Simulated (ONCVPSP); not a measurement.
## dysprosium (Dy), ONCV: configuration errors across variants

* Element: Dy (Z = 66)
* Generator: ONCVPSP 4.0.1
* Type: optimised norm-conserving Vanderbilt (ONCV)
* Functional: PBE
* Relativity: fully relativistic
* Frozen core: [Kr] 4d10 4f9
* Valence charge: 11
* Reference configuration: 5s2 5p6 5d1 6s1.75 6p0.25
* Partial waves: 5s+6s: rc 1.95 bohr, ncon 4, nbas 8, qcut 6 1/bohr, 2 projectors; 5p+6p: rc 2.55 bohr, ncon 4, nbas 9, qcut 6.6 1/bohr, 2 projectors; 5d: rc 3.65 bohr, ncon 4, nbas 9, qcut 4.8 1/bohr, 2 projectors, debl 3.9 Ha
* Local potential: polynomial inside 1.80 bohr (lpopt 5, dvloc0 4 Ha)
* Core correction: polynomial model core, fcfact 0.3

Open shells are filled in proportion to 2j + 1.

All-electron excitation energies from the reference (eV): (1) 5s2 5p6 5d1 6s2 6p0 -0.735; (2) 5s2 5p6 5d1 6s1 6p0 6.108; (3) 5s2 5p6 5d1 6s0 6p0 18.538; (4) 5s1 5p6 5d1 6s2 6p0 57.748.

1 further variants failed, have other tests or too few solved ones, and are left out.

Errors AE − PS in meV (a dash: test not solved or not reliable):

| change | (1) | (2) | (3) | (4) | bound ghosts | GHOST(+) flags above zero |
| --- | --- | --- | --- | --- | --- | --- |
| base | -0.4 | -12 | -87 | -615 | none | d5/2, d3/2 |
| s: rc 1.64; local potential polynomial inside 1.64 bohr (lpopt 5, dvloc0 4 Ha) | -0.3 | -11 | -85 | -531 | none | s, d5/2, d3/2 |
| s: rc 1.92 | -0.4 | -12 | -87 | -607 | none | d5/2, d3/2 |
| s: rc 2.48 | -0.4 | -12 | -90 | -860 | none | d5/2, d3/2 |
| s: rc 2.72 | -0.4 | -12 | -91 | -971 | none | d5/2, d3/2 |

(1) Give the same row for: s: rc 2.3.

## Answers

(1) -0.4, -12, -89, -773; bound ghosts: none; GHOST(+) flags above zero: d5/2, d3/2.
